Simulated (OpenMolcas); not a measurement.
Mn3+: moving or changing the point charges

Mn3+ among 4 point charges of -2 e arranged as a tetrahedron (Td), 1.86 Å from the ion.

* Program: OpenMolcas 26.06
* Method: SS-CASPT2, IPEA 0.25 Eh, imaginary shift 0.1 Eh (closed shells correlated: 3s 3p)
* Basis: ANO-RCC-VDZP [5s4p2d1f]
* Scalar Hamiltonian: DKH2, point nucleus
* Active space: 4 electrons in 5 orbitals (3d)
* State averaging: 2S+1 = 5 even, 5 roots; 2S+1 = 3 even, 45 roots; 2S+1 = 1 even, 50 roots
* Spin-orbit coupling: state interaction with AMFI integrals over the reference wave functions

Runs around this geometry, states (labels of Td). Energies in cm-1 above the lowest state or level, χT in cm3 K/mol; under a threefold ground state the first gap can be a small split of the lowest multiplet, not the spin-orbit step.

```csv
R (Å),q (e),Ground state,First state of that spin,First gap with spin-orbit (degeneracies),χT at 300 K,First state of another spin
1.86,-1.3,5T2,5E 1680,"58 (1, 3)",2.137,3T1 22020
1.75,-2,5T2,5E 2880,"41 (1, 3)",2.271,3T1 21130
1.86,-2,5T2,5E 2300,"48 (1, 3)",2.219,3T1 21730
2.06,-2,5T2,5E 1570,"61 (1, 3)",2.118,3T1 22170
```

Taking the first state of the same spin as R^-n, n = -ln(1570 / 2880) / ln(2.06 / 1.75) = 3.7 between the shortest and longest distance.

Scaling the charges by -1.3 / -2 = 0.65 scales the first state of the same spin by 1680 / 2300 = 0.73; with fixed orbitals a first-order splitting would follow the charge.

Roots that are degenerate in the reference are averaged as groups; the widest CASPT2 spread within a group is 650 cm-1 (the 3-fold group of multiplicity 3 near 56700 cm-1 above the lowest state of its run, R = 2.06, q = -2). Shifts and gaps below about the spread of the groups concerned are not significant. An orbital triplet at a regular site is open to Jahn-Teller coupling, which can distort the site and quench the lowest spin-orbit gaps and is left out. The ground term spreads over less than 5000 cm-1, several times less than with real ligands, so orbital moments are less quenched and χT lies further from the spin-only value than at real sites. Free-ion shares, where given, are those of the reference states; single-state CASPT2 does not remix them. This is an electrostatic model: the charges have no orbitals. No measured value stands beside these numbers.
